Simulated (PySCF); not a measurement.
Compound: C4H12GeSSi.
Numbering: `[SiH3:1][S:2][GeH:3]1[CH2:4][CH2:5][CH2:6][CH2:7]1` (hydrogens: H8, H9, H10 on Si1; H11 on Ge3; H12, H13 on C4; H14, H15 on C5; H16, H17 on C6; H18, H19 on C7)

Structure used (PBE0-D3(BJ)/def2-SVP), in Å, numbered top down from 1:
```
atom  x, y, z in Å
Si1    3.2586    1.0222    0.7254
S2     1.8568   -0.3043    1.6524
Ge3    0.5623   -0.7062   -0.1390
C4    -1.0192   -1.6994    0.4656
C5    -2.0759   -0.5934    0.5756
C6    -1.9173    0.3899   -0.5906
C7    -0.4677    0.8884   -0.6620
H8     4.2149    1.4608    1.7823
H9     2.5783    2.2210    0.1442
H10    4.0102    0.3449   -0.3761
H11    1.4277   -1.3546   -1.2379
H12   -0.8496   -2.2381    1.4083
H13   -1.2927   -2.4415   -0.3023
H14   -3.0964   -1.0091    0.6030
H15   -1.9334   -0.0486    1.5256
H16   -2.6284    1.2273   -0.4995
H17   -2.1728   -0.1318   -1.5304
H18   -0.2761    1.6713    0.0890
H19   -0.1966    1.2947   -1.6466
```

Level: B3LYP/def2-SVPD in PySCF, non-relativistic, on one gas-phase PBE0-D3(BJ)/def2-SVP geometry that isn't relaxed in the solvent. The solvent is an IEF-PCM continuum (cavity from Bondi-type radii × 1.2), and excitations are vertical TDDFT with non-equilibrium linear response and a frozen core. The model holds no explicit solvent molecules, cavitation or dispersion. Spin–orbit coupling is left out although an atom past zinc is present.

Gas-phase singlets (H = HOMO, L = LUMO):

```tsv
state	E (eV)	λ (nm)	f	leading configurations
S1	5.554	223	0.018	H→L 96%
S2	5.753	215	0.006	H→L+1 93%
S3	6.026	206	0.005	H→L+2 57%, H→L+3 40%
S4	6.302	197	0.003	H→L+3 55%, H→L+2 39%
S5	6.642	187	0.013	H-1→L 58%, H→L+4 30%
```

How does the list change in acetone (ε = 20.49)?

| state | E (eV) | λ (nm) | f | leading configurations | change by rank (eV) |
| --- | --- | --- | --- | --- | --- |
| S1 | 5.659 | 219 | 0.033 | H→L 96% | +0.105 |
| S2 | 5.853 | 212 | 0.004 | H→L+1 92% | +0.100 |
| S3 | 6.179 | 201 | 0.008 | H→L+2 92% | +0.153 |
| S4 | 6.451 | 192 | 0.003 | H→L+3 88% | +0.149 |
| S5 | 6.557 | 189 | 0.021 | H-1→L 86% | -0.085 |

The ground-state energy changes by -0.090 eV from gas to acetone. By how much does the total energy of gas-phase S1 change?

E(S1) = E(S0) + excitation energy, so it changes by -0.090 + 0.105 = +0.015 eV: it isn't lowered at all, while the ground state is. This is the vertical state, with the slow part of the continuum still set for S0.

How do the frontier levels move from gas to acetone?

```tsv
orbital	gas (eV)	solvent (eV)	change (eV)
LUMO+2	0.20	0.33	+0.13
LUMO+1	-0.05	0.01	+0.06
LUMO	-0.25	-0.23	+0.02
HOMO	-6.81	-6.89	-0.08
HOMO-1	-7.82	-7.66	+0.16
HOMO-2	-8.19	-8.16	+0.03
HOMO-3	-8.66	-8.55	+0.11
```

The HOMO–LUMO gap goes from 6.56 to 6.67 eV.

On one thread, AMD EPYC 9R45 (x86_64), shared host with 96 logical CPUs at a one-minute load of 32, this took 32 s and 1.3 GiB of memory at its peak. This is the whole response run at B3LYP/def2-SVPD in acetone, SCF included.
